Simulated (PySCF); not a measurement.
C₃H₉Ga. Atoms are numbered in the order given.

```xyz
13

Ga    -0.0003     0.0013     0.0007
C     -1.3732    -1.4265    -0.1740
H     -1.2790    -1.9057    -1.1646
H     -2.3899    -1.0024    -0.1239
H     -1.2784    -2.2104     0.5926
C     -0.1666     1.6751    -1.0597
H      0.7908     1.9319    -1.5428
H     -0.4146     2.5126    -0.3837
H     -0.9493     1.6188    -1.8313
C      1.5404    -0.2511     1.2322
H      2.2047     0.6251     1.2772
H      2.1378    -1.1219     0.9104
H      1.1837    -0.4740     2.2522
```
Charge 0, spin multiplicity 1.

The structure is a stationary point at B3LYP-D3(BJ)/def2-SVP. The isomer is the one that the SMILES or the coordinates give; other isomers of the formula were not compared.

The numbers are results of KT2/pcSseg-1 run with PySCF, not measurements.

GIAO shieldings, no solvent; atoms alike by connectivity are averaged. δ = σ(ref) − σ: ¹³C against TMS (σ = 185.1 ppm); ¹H against TMS (σ = 31.47 ppm), references at their B3LYP-D3(BJ)/def2-TZVP geometries, non-relativistic.

```tsv
nucleus	atoms	count	δ (ppm)
¹³C	C2, C6, C10	3	4.5
¹H	H3, H4, H5, H7, H8, H9, H11, H12, H13	9	0.55
```
